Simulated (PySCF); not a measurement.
Bi⁺ (bismuth, charge +1): UHF calculation

Configuration: [Xe] 4f14 5d10 6s2 6p2, high-spin 3P determinant. Calculation: PySCF 2.14, in def2-SVP with the def2 core potential (60 electrons) (4s4p2d, 26 functions); scalar relativity through the core potential.

```json
{
  "Total energy": "-213.288696 hartree",
  "One-electron energy": "-366.0096 hartree",
  "Hartree (Coulomb) energy": "168.6313 hartree",
  "Exchange energy": "-15.9105 hartree",
  "⟨S²⟩": "2.0078",
  "⟨L²⟩": "2.016",
  "Sum of ⟨r⟩": "30.00 bohr",
  "Sum of ⟨r²⟩": "54.18 bohr²",
  "Traceless quadrupole moment −½Σ⟨3z² − r²⟩ along its main axis": "3.67 e·bohr²",
  "Time after the integrals": "0.08 s of wall time on 1 thread of Neoverse-V1 (shared host)"
}
```

| shell | electrons | mean orbital energy (eV) | spread (eV) | rms radius, mean of both spins (bohr) |
| --- | --- | --- | --- | --- |
| 5s α | 1 | -190.29 | 0 | 0.899 |
| 5s β | 1 | -189.97 | 0 | 0.899 |
| 5p α | 3 | -124.30 | 0.220 | 1.02 |
| 5p β | 3 | -124.05 | 0.598 | 1.02 |
| 5d α | 5 | -44.129 | 0.438 | 1.32 |
| 5d β | 5 | -43.789 | 0.745 | 1.32 |
| 6s α | 1 | -27.962 | 0 | 2.32 |
| 6s β | 1 | -23.970 | 0 | 2.32 |
| 6p α | 2 | -15.644 | 0 | 3.01 |

Energies and moments cover only the electrons outside the core potential. Spin-orbit coupling is strong in this species (close to jj coupling), so the high-spin LS determinant is a model state, not a physical level.
